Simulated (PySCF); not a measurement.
Species: VClF3 (doublet state).
Cartesian coordinates in Å at the PBE0-D3(BJ)/def2-SVP level; atoms count from 1:
```
atom  x, y, z in Å
V1     0.0351   -0.0596   -0.1249
Cl2    0.0268   -0.0994    2.0146
F3     1.6550    0.0703   -0.6091
F4    -0.7349    1.3478   -0.6968
F5    -0.9071   -1.3696   -0.6459
```

Theory: PBE0-D3(BJ)/def2-SVP geometry optimisation, gas phase in PySCF 2.14.0.

Task: Which atoms are bound to V1, and at what distances?

Result: 4 atoms: F5 1.696 Å, F3 1.696 Å, F4 1.703 Å, Cl2 2.140 Å.

Task: List the angles at V1.

Result: 
| angle | degrees | distance of the outer atoms (Å) |
| --- | --- | --- |
| F3–V1–F5 | 120.1 | 2.94 |
| Cl2–V1–F4 | 110.4 | 3.17 |
| Cl2–V1–F5 | 106.9 | 3.09 |
| Cl2–V1–F3 | 106.9 | 3.09 |
| F4–V1–F5 | 106.5 | 2.72 |
| F3–V1–F4 | 105.8 | 2.71 |

Task: What is the shape at V1?

Result: Distorted tetrahedral: angles from 105.8° to 120.1°; τ4 = (360° − α − β)/141° = 0.92 with α and β the two widest (0 for a square, 1 for a tetrahedron).

Task: What are the rotational constants (commonest isotopes, rigid rotor)?

Result: A = 3418, B = 2214, C = 2067 MHz: an asymmetric top.

Point group: near C3v, missed by 0.23 Å at most; the miss may be what the optimiser left on a soft mode (Cs holds within 0.08 Å). Charge 0, doublet. ⟨S²⟩ = 0.756 (exact for a doublet: 0.75). Stationary, but not proved a minimum.

On one thread, Arm Neoverse V1 (aarch64), no GPU, shared host, this took 74 s wall and 0.39 GiB of memory at its peak. These figures are those of the optimisation.
